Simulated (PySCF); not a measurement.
Correlation energy of Ca¹⁶⁺ (calcium, charge +16)

[He] 2s2, closed-shell 1S. All numbers are calculated (PySCF 2.14, no relativity, point nucleus, in an uncontracted even-tempered set (17 s from 3.1 bohr⁻², ratio 2.2; 9 p from 4.8 bohr⁻², ratio 2.4; 6 d from 14 bohr⁻², ratio 2.4; 5 f from 22 bohr⁻², ratio 2.4; 4 g from 33 bohr⁻², ratio 2.4)). Frozen: nothing; 4 electrons correlated; the 11 highest virtual orbitals of each spin left out.

MP2 pair energies summed by pair of shells (mhartree):

```json
{"pair": "2s-2s", "energy": "-135.98", "share (%)": "70.9"}
{"pair": "1s-1s", "energy": "-41.17", "share (%)": "21.5"}
{"pair": "1s-2s", "energy": "-14.67", "share (%)": "7.6"}
```

Total MP2 correlation energy: -191.82 mhartree.

Same-spin part -3.69 and opposite-spin part -188.13 mhartree; SCS-MP2 scales them by 1/3 and 6/5 to -226.99 mhartree.

MP2 falls well short for the outer s pair, which is nearly degenerate with np².
